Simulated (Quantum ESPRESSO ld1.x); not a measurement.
Task: Species: Te XLII. Configuration: [He] 2s1.75 2p6 3s1 3d0.25 (fractional occupations, a model configuration). All-electron calculation, non-relativistic Kohn-Sham, exchange-only LDA, spin-polarised, spherical densities, point nucleus; open shells are filled with parallel spins first; relativity is left out, which matters for an element this heavy. Program: ld1.x of Quantum ESPRESSO 7.5. Some entries of the table are withheld. Estimate them.

orbital,occ.,eigenvalue (eV),<r^2> (bohr^2)
1s up,1,-33038.370,0.001143
1s down,1,-33032.796,0.001143
2s up,1,-7040.370,0.01788
2s down,0.75,-7031.557,0.01785
2p up,3,-6803.004,0.01334
2p down,3,-6795.565,0.01332
3s up,1,-2911.652,0.09697
3s down,0,-2884.517,0.09697
3p up,0,-2829.236,0.08845
3p down,0,-2803.539,0.08829
3d up,0.25,-2709.640,0.06628
3d down,0,-2688.534,0.06582
4s up,0,-1577.200,0.3196
4s down,0,-1564.314,0.3233
4d up,0,-1497.014,0.2726
4d down,0,-1482.279,0.2768
4f up,0,(1),0.2009
4f down,0,(2),0.2050

Result: 
(1) 4f up eigenvalue (eV): -1472.722
(2) 4f down eigenvalue (eV): -1449.468
